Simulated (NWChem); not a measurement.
System: AlO, doublet; SMILES [O]=[Al]

Results from NWChem. Spin-unrestricted. All runs use the structure optimised with PBE0-D3(BJ)/def2-TZVP, spin-unrestricted. No stability test was run on the SCF state.

**Question.** Predict the results for UHF/STO-3G. Quantities: highest occupied level (eV); lowest empty minus highest occupied level, either spin (eV); dipole (D).

**Answer.** 
| Property | Result |
|---|---|
| highest occupied level (eV) | -5.52 |
| lowest empty minus highest occupied level, either spin (eV) | 14.02 |
| dipole (D) | 2.06 |
